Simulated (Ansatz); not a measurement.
## Energy profile

The step: BNH₄ ([BH2][NH2]) + H₂O + H₂O → BH₃O ([BH2][OH]) + H₂O + NH₃ (still joined by a long B–N bond); bonds formed: N2–H7, H5–O8; dative contacts that become bonds: B1–O6; bonds broken: H5–O6, H7–O8; bonds weakened to dative contacts: B1–N2 (atoms numbered as in the saddle structure below).

```xyz
12
angstrom
B -1.1204 -0.1999 -0.1127
N 0.1485 -0.9933 -0.5561
H -1.6237 0.3358 -1.0713
H -1.8843 -0.8533 0.5635
H 0.4954 1.0634 0.6476
O -0.5981 0.9675 0.8227
H 1.1780 -0.1228 -0.2651
O 1.7073 0.7555 0.2365
H 0.1153 -1.2200 -1.5410
H 0.2811 -1.8629 -0.0547
H -0.7731 0.7731 1.7456
H 2.0741 1.3571 -0.4150
```

Electronic energies by CCSD(T) at an estimated basis limit (MP2 extrapolated from triple and quadruple zeta, plus CCSD(T) − MP2 in triple zeta), on PBE0-D4/def2-TZVP structures; BNH$_{8}$O$_{2}$, closed shell; no counterpoise correction. Ansatz 0.2.0; basis: def2-TZVPP and def2-QZVPP; cores frozen in the correlated methods. Extrapolation: Hartree–Fock as exp(−7.88 √X), correlation as X^−2.97.

(1) Give the profile in kJ/mol, counted from the separated reactants. (To be estimated.)

The T1 diagnostic stays at or below 0.014.

Answers

(1) Computed:
```csv
point,kJ/mol
"separated: BNH$_{4}$ (linked as [BH2][NH2]; B1, N2, H3, H4, H9, H10; singlet) + H$_{2}$O (H5, O6, H11; singlet) + H$_{2}$O (H7, O8, H12; singlet)",0.0
start structure,-30.8
saddle,-15.1
end structure,-101.7
"separated: BH$_{3}$O (linked as [BH2][OH]; B1, H3, H4, O6, H11; singlet) + NH$_{3}$ (N2, H7, H9, H10; singlet) + H$_{2}$O (H5, O8, H12; singlet)",3.9
```
The saddle lies below the separated reactants: the barrier is submerged.

The step is the kind of ligand exchange by which a precursor binds to a hydroxyl group, or is hydrolysed, in atomic layer deposition of oxides.

For scale, one of the runs: CCSD(T)/def2-TZVPP, 236 basis functions, launched by `ansatz run in.yaml --threads 4 --pin off --events-out ev --progress --plain --max-ram 9574MiB`. Hardware: 4 CPU threads of an Intel Xeon, shared host. Wall time 2.8 min; peak host memory 4.7 GiB.
